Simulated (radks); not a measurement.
Coulomb parameter of the 3d shell of the cobalt ion Co+ in the model configuration [Ar] 3d6.5 4s1.5, as a second difference U = [E(n + 0.5) + E(n - 0.5) - 2 E(n)] / (0.5)^2 with all orbitals relaxed. "Bare": the charge of the atom changes with n. "Screened": the 4s shell takes up the change at fixed total charge, which measures U(3d,3d) + U(4s,4s) - 2 U(3d,4s). Calculated with a radial shooting solver on a logarithmic mesh with Libxc functionals: Dirac Kohn-Sham, BLYP, spin-unpolarised, spherical densities, point nucleus; open shells are shared between the two j in proportion to 2j + 1.

case              configuration  E - E(n) (eV)
start          [Ar] 3d6.5 4s1.5          0.000
bare +0.5        [Ar] 3d7 4s1.5         -7.958
bare -0.5        [Ar] 3d6 4s1.5         11.854
screened +0.5      [Ar] 3d7 4s1         -2.504
screened -0.5      [Ar] 3d6 4s2          3.534

U(bare) = 15.586 eV, U(screened by 4s) = 4.120 eV.
